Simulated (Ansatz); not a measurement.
Consider the ligand exchange at the Si–C bond: `N[SiH](O)CBr` + H₂S → `N[SiH](O)S` + `CBr`.

Computed with Ansatz on PBE0-D4/def2-TZVP structures; ΔE is electronic, products minus reactants. CBS: MP2 limit from def2 TZ/QZ plus the TZ coupled-cluster correction, frozen cores. This one scheme is used for every species. Functionals use def2-TZVPP. B3LYP here is the variant with VWN-RPA as its local correlation; programs differ in this. For Br outer-core shells are correlated without core-valence functions, which leaves a few kJ/mol of doubt a bond. Scalar relativity is left out up to krypton. One conformer a species, not always the lowest.

```json
{"level": "PBE-D4", "ΔE (kcal/mol)": "-16.5", "difference from CCSD(T)/CBS": "-0.9"}
{"level": "r2SCAN-D4", "ΔE (kcal/mol)": "-16.8", "difference from CCSD(T)/CBS": "-1.2"}
{"level": "PBE0-D4", "ΔE (kcal/mol)": "-16.7", "difference from CCSD(T)/CBS": "-1.1"}
{"level": "B3LYP-D4", "ΔE (kcal/mol)": "-15.9", "difference from CCSD(T)/CBS": "-0.3"}
{"level": "ωB97X-V", "ΔE (kcal/mol)": "-16.1", "difference from CCSD(T)/CBS": "-0.5"}
{"level": "ωB97M-V", "ΔE (kcal/mol)": "-15.7", "difference from CCSD(T)/CBS": "-0.1"}
{"level": "B2PLYP", "ΔE (kcal/mol)": "-16.7", "difference from CCSD(T)/CBS": "-1.1"}
{"level": "PBE", "ΔE (kcal/mol)": "-17.2", "difference from CCSD(T)/CBS": "-1.6"}
{"level": "r2SCAN", "ΔE (kcal/mol)": "-17.0", "difference from CCSD(T)/CBS": "-1.4"}
{"level": "PBE0", "ΔE (kcal/mol)": "-17.4", "difference from CCSD(T)/CBS": "-1.8"}
{"level": "B3LYP", "ΔE (kcal/mol)": "-17.1", "difference from CCSD(T)/CBS": "-1.5"}
{"level": "HF/def2-TZVPP", "ΔE (kcal/mol)": "-17.8", "difference from CCSD(T)/CBS": "-2.2"}
{"level": "MP2/def2-TZVPP", "ΔE (kcal/mol)": "-16.0", "difference from CCSD(T)/CBS": "-0.4"}
{"level": "SCS-MP2/def2-TZVPP", "ΔE (kcal/mol)": "-16.0", "difference from CCSD(T)/CBS": "-0.4"}
{"level": "CCSD/def2-TZVPP", "ΔE (kcal/mol)": "-15.3", "difference from CCSD(T)/CBS": "0.3"}
{"level": "CCSD(T)/def2-TZVPP", "ΔE (kcal/mol)": "-15.2", "difference from CCSD(T)/CBS": "0.4"}
{"level": "HF/def2-QZVPP", "ΔE (kcal/mol)": "-17.8", "difference from CCSD(T)/CBS": "-2.2"}
{"level": "MP2/def2-QZVPP", "ΔE (kcal/mol)": "-16.3", "difference from CCSD(T)/CBS": "-0.7"}
{"level": "SCS-MP2/def2-QZVPP", "ΔE (kcal/mol)": "-16.2", "difference from CCSD(T)/CBS": "-0.6"}
{"level": "HF/CBS(def2)", "ΔE (kcal/mol)": "-17.8", "difference from CCSD(T)/CBS": "-2.2"}
{"level": "MP2/CBS(def2)", "ΔE (kcal/mol)": "-16.4", "difference from CCSD(T)/CBS": "-0.8"}
{"level": "CCSD/CBS(def2)", "ΔE (kcal/mol)": "-15.7", "difference from CCSD(T)/CBS": "-0.1"}
{"level": "CCSD(T)/CBS", "ΔE (kcal/mol)": "-15.6", "difference from CCSD(T)/CBS": "0"}
```

Largest T1 diagnostic among the species: 0.011.

The D4 term adds +1.2 kcal/mol with B3LYP and +0.7 kcal/mol with PBE0; it sums over pairs of atoms, weighted by their polarisabilities, and B3LYP, whose exchange is more repulsive, gets the larger term. In def2-TZVPP, CCSD(T) changes the Hartree–Fock value by +2.5 kcal/mol (the triples alone add +0.1 kcal/mol) and MP2 by +1.7 kcal/mol.
